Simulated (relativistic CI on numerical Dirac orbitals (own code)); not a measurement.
# Transition arrays of Rh⁷⁺

Computed by Dirac-Coulomb-Breit CI, separate exchange-only KLI orbitals for each configuration, model QED, valence Slater integrals scaled by 0.9, whole transition arrays (own radial code, finite nucleus).

CI space (outside the closed core [Ar] 3d10 4s2): 4p6.4d2, 4p6.4d.4f, 4p5.4d3, 4p6.4d.5p, 4p6.4d.5f. Levels of other configurations are missing.

All E1 lines from the levels of 4p6.4d2; mean and standard deviation are weighted by gf, and upper levels are sorted by their leading configuration.

| Upper configuration | Lines | Σgf | Mean (eV) | Mean (nm) | σ (eV) | Strongest line (nm) |
| --- | --- | --- | --- | --- | --- | --- |
| 4p6.4d.4f | 22 | 0.8 | 46.83 | 26.474 | 1.06 | 25.965 |
| 4p5.4d3 | 525 | 342.2 | 64.66 | 19.174 | 4.06 | 18.315 |
| 4p6.4d.5p | 60 | 13.9 | 40.95 | 30.278 | 0.92 | 30.588 |
| 4p6.4d.5f | 81 | 45.8 | 75.29 | 16.468 | 1.24 | 16.408 |

Σgf per state of the lower configuration in bins of 0.5 nm over the central range (centre: value): 16.25: 0.63, 16.75: 0.32, 17.25: 0.06, 17.75: 0.62, 18.25: 1.50, 18.75: 1.55, 19.25: 1.39, 19.75: 1.90, 20.25: 0.16, 21.75: 0.02, 22.75: 0.10, 23.25: 0.03, 23.75: 0.10, 24.25: 0.05, 24.75: 0.04, 25.25: 0.02, 25.75: 0.03, 26.25: 0.05, 29.25: 0.03, 29.75: 0.09.

Question: How do configuration mixing and the scaling of the Slater integrals move the arrays?

Answer: Slater scale 0.9, no configuration mixing: 4p6.4d.4f 52.7 ± 1.8 eV (Σgf 103.2), 4p5.4d3 64.5 ± 4.3 eV (Σgf 251.3), 4p6.4d.5p 40.9 ± 0.9 eV (Σgf 15.0), 4p6.4d.5f 74.8 ± 1.1 eV (Σgf 3.0); Slater scale 1: 4p6.4d.4f 46.2 ± 1.2 eV (Σgf 0.6), 4p5.4d3 65.8 ± 4.4 eV (Σgf 333.8), 4p6.4d.5p 41.0 ± 1.0 eV (Σgf 13.9), 4p6.4d.5f 75.5 ± 1.3 eV (Σgf 63.0); Slater scale 0.8: 4p6.4d.4f 47.5 ± 1.0 eV (Σgf 0.9), 4p5.4d3 63.4 ± 3.8 eV (Σgf 345.3), 4p6.4d.5p 40.9 ± 0.8 eV (Σgf 14.0), 4p6.4d.5f 75.2 ± 1.1 eV (Σgf 34.1). With mixing, levels are counted to their leading configuration, so an array can shrink or vanish into another, and the sums then hold other lines.
